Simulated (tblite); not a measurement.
C5H11BCl2Si.
Cartesian coordinates in Å at the GFN2-xTB level; atoms count from 1:
```xyz
20
C5H11BCl2Si angstrom
C      1.712    1.802    0.204
B      1.243    0.319   -0.025
C      2.317   -0.816   -0.220
Si    -0.633   -0.119   -0.016
C     -1.958    1.267    0.272
Cl    -1.667    2.048    1.845
Cl    -1.836    2.494   -1.012
C     -1.422   -1.766    0.544
C     -1.499   -1.540   -0.954
H      2.790    1.946    0.196
H      1.334    2.180    1.155
H      1.285    2.466   -0.549
H      3.075   -0.539   -0.952
H      1.911   -1.782   -0.507
H      2.860   -0.960    0.715
H     -2.994    0.934    0.282
H     -0.778   -2.569    0.869
H     -2.359   -1.760    1.080
H     -0.901   -2.202   -1.562
H     -2.485   -1.394   -1.369
```

All values are computed: GFN2-xTB (tblite) harmonic vibrations without scaling, gas phase. The method is semi-empirical: single wavenumbers can be off by several per cent or more. One conformer, not necessarily the lowest. The optimisation stopped once no atom felt more than 0.01 eV/Å.

Lowest wavenumbers of the output (negative numbers stand for imaginary wavenumbers):
```
mode    cm-1
  1     -24.5
  2      31.1
  3      44.2
  4      65.0
  5      70.1
  6      88.6
  7     118.7
  8     128.8
```

**Question.** Is this structure a minimum?

**Answer.** Not by this Hessian. 1 mode is imaginary beyond 20i (24i cm⁻¹), so at this level the point lies at or near a first-order saddle. The curvature is small, so loose convergence or finite differences may be the whole cause.

**Question.** Which atoms move in the imaginary mode?

**Answer.** 24i: H15 (methyl hydrogen) 32 %, H13 (methyl hydrogen) 29 %, H14 (methyl hydrogen) 11 %. These are shares of the mass-weighted motion.

**Question.** What is the remedy?

**Answer.** Step along that mode in both directions, optimise again with tighter thresholds and repeat the frequencies. The zero-point energy of this point (93.3 kcal/mol) counts the 53 real modes alone, and thermal corrections from it aren't those of a minimum.
